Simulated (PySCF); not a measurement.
## Chromium: a sound run and one with changed settings

Sound run: Cr⁺ [Ar] 3d5, Cr²⁺ [Ar] 3d4. Calculation: PySCF 2.14, in cc-pVTZ-DK (7s6p4d2f1g, 68 functions); the spin-free X2C one-electron Hamiltonian (Gaussian nucleus). In the sound run the correlated levels freeze [Ar]. The sound run starts from symmetry-adapted Hartree-Fock orbitals and uses a fine grid where one is needed.

A second run was set up differently.

| species | method | sound run (hartree) | changed run (hartree) | converged |
| --- | --- | --- | --- | --- |
| Cr⁺ | UHF | -1049.43361 | -1049.43361 | yes |
| Cr⁺ | M06-2X | -1050.50450 | -1050.50450 | yes |
| Cr⁺ | LDA | -1048.19983 | -1048.19983 | yes |
| Cr⁺ | MP2 | -1049.51015 | -1049.50668 | yes |
| Cr²⁺ | UHF | -1048.88210 | -1048.88213 | yes |
| Cr²⁺ | M06-2X | -1049.90519 | -1049.90522 | yes |
| Cr²⁺ | LDA | -1047.55495 | -1047.55538 | no |
| Cr²⁺ | MP2 | -1048.92285 | -1048.92149 | yes |

Ionisation energy of Cr⁺:

```csv
method,sound run (eV),changed run (eV)
UHF,15.007,15.007
M06-2X,16.308,16.307
MP2,15.981,15.924
SCS-MP2,15.332,15.312
```

(1) What was changed?
A. all electrons correlated in a valence basis
B. a valence shell is frozen
C. minimal basis
D. level shift left on

Answers

(1) D. It used initial guess sap, at most 50 SCF cycles, level shift 0.1 hartree. A level shift leaves the converged SCF energy unchanged but raises the virtual orbital energies, which shrinks MP2 if it is not removed.
